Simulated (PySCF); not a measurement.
Some computed properties have been withheld. Give your best values.

C5H10ClN3Si.
SMILES: `CC1=NN([SiH](C)C)N=C1Cl`

Conformer (atom-mapped SMILES and torsion angles): `[CH3:1][c:2]1[n:3][n:4]([SiH:5]([CH3:6])[CH3:7])[n:8][c:9]1[Cl:10]`: N3–N4–Si5–C6 120°.

```csv
property,level,value
point group of the GFN2-xTB geometry,GFN2-xTB,?
"rotational constants A, B, C of the GFN2-xTB geometry",GFN2-xTB,?
dipole moment,PBE0/pcSseg-1,1.59 D
HOMO energy,PBE0/pcSseg-1,?
LUMO energy,PBE0/pcSseg-1,-0.24 eV
13C chemical shifts (computed TMS as zero) by class,GIAO PBE0/pcSseg-1,"150.2 (1 C), 147.5 (1 C), 12.2 (1 C), -0.8 (2 C) ppm"
1H chemical shifts (computed TMS as zero) by class,GIAO PBE0/pcSseg-1,"5.51 (1 H), 2.47 (3 H), 0.45 (6 H) ppm"
"isotropic shieldings of nuclei other than C and H, by class",GIAO PBE0/pcSseg-1,"-111 (1 N), -102 (1 N), -8 (1 N), 346 (1 Si), 812 (1 Cl) ppm"
```

Gas-phase values; electronic properties from PySCF, density fitting. Isolated species at its GFN2-xTB geometry (one conformer only). NMR classes are plain means over equivalent atoms (diastereotopic ones count apart unless rotation or inversion swaps them), as if these changed places fast; in this geometry the members of some classes differ.

Q: What is the point group of the GFN2-xTB geometry?

A: Cs.

Q: The HOMO energy?

A: -7.23 eV.

Q: Give the rotational constants A, B, C of the GFN2-xTB geometry.

A: 1.740, 0.550, 0.486 GHz.

A dipole of 1.59 D is allowed in Cs, and pure rotational transitions are dipole-allowed. With B = h/(8π²I), that is 505.379 GHz u Å² over I, the principal moments of inertia are 290.5, 918.3 and 1040.9 u Å² (most abundant isotopes); the inertial defect Ic − Ia − Ib is -167.9 u Å² (zero for a rigid planar frame, negative otherwise). The rotational constants make it an asymmetric top with κ = (2B − A − C)/(A − C) = -0.90, nearer the prolate limit (−1). In atomic units the dipole is 0.62 e·bohr (1 au = 2.5417 D).

For the NMR shielding job (PBE0/pcSseg-1), the run took 50 s on an Arm Neoverse V1 with one thread, shared host with 32 logical CPUs at a one-minute load of 17, and the process peaked at 0.98 GiB of memory.
